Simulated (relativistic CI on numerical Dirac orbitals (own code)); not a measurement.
Pt⁺: 5d valence photoemission

Computed with this model: Dirac-Coulomb-Breit CI, separate exchange-only KLI orbitals for each configuration, model QED, valence Slater integrals scaled by 0.9, multiplet model of photoemission in the sudden approximation; configurations [Xe] 4f14 5d9 → [Xe] 4f14 5d8; 300 K; Lorentzian 0.3 eV and Gaussian 0.5 eV FWHM. Energies are those of the free ion, without screening or charge transfer. The energies are binding energies and can lie tens of eV above those of solids. S is read from ⟨S²⟩ = S(S + 1).

Field parameters in Wybourne normalisation: Oh B⁴₀ = 21Dq, B⁴₄ = √(5/14) B⁴₀. The field is a parameter set, without covalency.

free ion: ground-state S = 0.50, centroid 17.91 eV. Peaks (eV, height): 16.6 (100), 17.6 (91), 19.4 (72).

Oh, 10Dq = 4050 cm⁻¹: ground-state S = 0.50, centroid 17.93 eV. Peaks (eV, height): 16.6 (100), 17.6 (98), 19.4 (89).

Oh, 10Dq = 11150 cm⁻¹: ground-state S = 0.50, centroid 17.98 eV. Peaks (eV, height): 16.0 (69), 17.5 (100), 18.8 (87), 19.6 (60).

Oh, 10Dq = 18250 cm⁻¹: ground-state S = 0.50, centroid 18.04 eV. Peaks (eV, height): 15.5 (65), 16.8 (48), 17.8 (95), 19.1 (100).

Oh, 10Dq = 25350 cm⁻¹: ground-state S = 0.50, centroid 18.10 eV. Peaks (eV, height): 15.0 (63), 16.4 (44), 18.1 (82), 19.5 (100), 21.9 (6).

Oh, 10Dq = 32450 cm⁻¹: ground-state S = 0.50, centroid 18.16 eV. Peaks (eV, height): 14.5 (63), 15.9 (43), 17.3 (25), 18.5 (78), 19.8 (100).

Strongest unbroadened transitions for Oh, 10Dq = 18250 cm⁻¹:

| Energy (eV) | Relative strength |
| --- | --- |
| 15.49 | 100.0 |
| 16.77 | 63.8 |
| 17.62 | 49.9 |
| 17.66 | 35.4 |
| 17.83 | 27.3 |
| 18.00 | 50.0 |
| 18.27 | 16.7 |
| 18.94 | 43.4 |
| 19.01 | 49.3 |
| 19.18 | 17.0 |
| 19.36 | 32.6 |
| 19.37 | 44.1 |
| 20.00 | 50.1 |
| 20.56 | 4.2 |
| 20.85 | 7.0 |
| 20.97 | 1.5 |
| 21.13 | 6.6 |
| 24.69 | 1.6 |
